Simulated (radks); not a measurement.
Question: The mean radii <r> (bohr) of the occupied orbitals of an atom or ion are listed with their occupations. Method: scalar-relativistic Kohn-Sham, BLYP, spin-polarised, spherical densities, finite nucleus; Fermi nuclear charge, rms radius of each element as measured or else 0.836 A^(1/3) + 0.57 fm; computed with a radial shooting solver on a logarithmic mesh with Libxc functionals.

orbital  occ.      <r>
1s up       1  0.02363
1s down     1  0.02363
2s up       1   0.1010
2s down     1   0.1010
2p up       3  0.08879
2p down     3  0.08879
3s up       1   0.2664
3s down     1   0.2663
3p up       3   0.2646
3p down     3   0.2645
3d up       5   0.2418
3d down     5   0.2417
4s up       1   0.6064
4s down     1   0.6063
4p up       3   0.6417
4p down     3   0.6416
4d up       5   0.7033
4d down     5   0.7036
5s up       1    1.444
5s down     1    1.451
5p up       3    1.678
5p down     3    1.689
4f up       3   0.9902
6s up       1    3.797
5d up       1    2.642

Name the element and its charge. Open shells, if any, are filled with parallel spins first.

Answer: Z = 60, neodymium, charge +1: Nd+ in [Xe] 4f3 5d1 6s1. The 1s radius gives Z: for a bare nucleus <r> = (2 gamma + 1)/(2Z) with gamma = sqrt(1 - (Z/c)^2), 0.02332 bohr for Z = 60, and screening makes it slightly larger (0.02363 here). The occupations add up to 59, and the charge is Z minus that.
